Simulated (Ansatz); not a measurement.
Several settings on one geometry of In₆Sb₅H₁₈⁻, a cluster cut from wurtzite InSb (hydrogen-capped) (that of the charge -1 singlet, PBE-D4/def2-SVP). Ansatz on 2 threads of AMD EPYC 7R13 on a shared host and a share (18 GiB) of an NVIDIA H100 80GB HBM3; times are rough.

| atom | x (Å) | y (Å) | z (Å) |
| --- | --- | --- | --- |
| In1 | 0.247 | -2.865 | -2.164 |
| Sb2 | -1.958 | -1.132 | -1.419 |
| Sb3 | 0.214 | -2.396 | 2.277 |
| In4 | -2.318 | -1.340 | 1.374 |
| In5 | -2.361 | 1.643 | -2.166 |
| Sb6 | -1.967 | 1.381 | 2.277 |
| Sb7 | 2.355 | -1.152 | -1.216 |
| In8 | 2.943 | -1.530 | 1.551 |
| In9 | 2.616 | 1.513 | -2.290 |
| Sb10 | 0.175 | 2.617 | -1.217 |
| In11 | 0.149 | 3.309 | 1.551 |
| H12 | 0.126 | -4.267 | -1.111 |
| H13 | 0.293 | -2.985 | -3.911 |
| H14 | -3.391 | -1.961 | -1.918 |
| H15 | 0.057 | -4.083 | 1.971 |
| H16 | 0.047 | -2.562 | 3.992 |
| H17 | -3.681 | -2.127 | 2.144 |
| H18 | -2.440 | 1.743 | -3.913 |
| H19 | -3.639 | 2.237 | -1.114 |
| H20 | -3.505 | 2.091 | 1.967 |
| H21 | -2.197 | 1.321 | 3.992 |
| H22 | 3.727 | -1.956 | -1.893 |
| H23 | 3.922 | -2.954 | 1.842 |
| H24 | 3.086 | -0.044 | 2.459 |
| H25 | 2.436 | 1.407 | -4.031 |
| H26 | 3.973 | 2.298 | -1.505 |
| H27 | 0.162 | 4.207 | -1.893 |
| H28 | 1.508 | 2.685 | 2.454 |
| H29 | -0.588 | 4.871 | 1.848 |

Totals from different functionals, basis sets or treatments of relativity can't be compared as stabilities.

In the def2 sets In, Sb take a core potential; there is no spin–orbit coupling. LC-ωPBE has ω = 0.4 bohr⁻¹. HSE06 is defined as in plane-wave codes, on full-range PBE exchange.

Q: Give the basis size and estimate the energy, ⟨S²⟩ and time of these runs.

```tsv
run	method	charge	state	further keys
1	RKS PBE/def2-mTZVP	-1	singlet	fitting: {mean_field: def2-universal-jkfit}; scf: {lower_state_search: light}
2	RKS HSE06-D3(BJ)-ATM/def2-SVP	-1	singlet	accuracy: high; scf: {lower_state_search: full}; forces asked
3	RKS BHLYP/STO-3G	-1	singlet	nuclear_model: gaussian; point_charges: [{charge: 0.50, position_ang: [8.877, 0.985, -0.049]}]; scf: {omitted_lower_state_checks: [starts]}; forces asked
4	RKS LC-ωPBE/def2-mTZVPP	-1	singlet	fitting: {mean_field: def2-universal-jkfit}; scf: {lower_state_search: full}
```

A: 
```
run  functions  energy (Eh)  ⟨S²⟩  wall time
  1        450   -2353.0180     –       19 s
  2        376   -2353.1035     –       42 s
  3        315  -65389.1425     –       19 s
  4        486   -2353.4386     –       15 s
```

The highest occupied level of an anion often lies above zero with these methods, and sets without diffuse functions describe the outer electron poorly.
